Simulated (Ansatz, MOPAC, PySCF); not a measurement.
Pair of molecules: HF (SMILES F) (first 2 atoms) with C2H4 (SMILES C=C); geometry from B3LYP-D3(BJ)/def2-TZVP, rigid monomers moved along the line of their centres of mass till H2···C4 is 2.55 Å.
(charge 0, multiplicity 1):
```xyz
8

F     -0.0440     0.3998    -0.2698
H     -0.0182     0.2834     0.6584
C      0.4160    -0.5716     3.0195
C     -0.3172     0.5252     3.1773
H     -0.0385    -1.5492     2.9139
H      1.4984    -0.5341     2.9992
H      0.1376     1.5017     3.2922
H     -1.3994     0.4866     3.2068
```

Monomers are frozen at their geometry in the pair; levels with a basis set take the counterpoise correction. Rows marked so take none.

Correlated levels freeze the cores. CBS: X⁻³ extrapolation of the correlation energy, Hartree–Fock from the larger set. Rows in 3-21G, 6-311+G**, 6-31G*, STO-3G carry no dispersion term and start afresh at each structure (6-31G* with six Cartesian d functions). MP2/6-31G* freezes PySCF's default core. The state reached by PM6, PM7 isn't checked; PM7 holds dispersion and hydrogen-bond terms.

The values were computed with Ansatz (Gaussian orbitals); MOPAC for PM6, PM7 (differences of heats of formation); PySCF for 3-21G rows, 6-311+G** rows, 6-31G* rows, STO-3G rows, the dispersion terms. Values without a source in brackets are computed.

Other levels give for the interaction energy: PBE/def2-TZVPPD -4.28; B3LYP/def2-TZVPPD -3.72; B3LYP-D3(BJ)/def2-TZVPPD -4.61; wB97M-V/def2-TZVPPD -4.36; MP2/CBS(aug-cc-pVDZ, aug-cc-pVTZ) + ΔCCSD(T)/aug-cc-pVDZ -4.03 kcal/mol.

Problem. What do these common cheap choices give for the same quantity: PM6, PM7, HF/STO-3G (no counterpoise), HF/3-21G (no counterpoise), HF/6-31G* (no counterpoise), B3LYP/6-31G* (no counterpoise), B3LYP/6-311+G** (no counterpoise), MP2/6-31G* (no counterpoise)?

Solution. PM6 -1.39; PM7 -1.81; HF/STO-3G (no counterpoise) -1.01; HF/3-21G (no counterpoise) -4.61; HF/6-31G* (no counterpoise) -4.22; B3LYP/6-31G* (no counterpoise) -4.87; B3LYP/6-311+G** (no counterpoise) -4.03; MP2/6-31G* (no counterpoise) -4.70 kcal/mol. They span -4.87 to -1.01 kcal/mol.

Ansatz is a program for electronic structure.
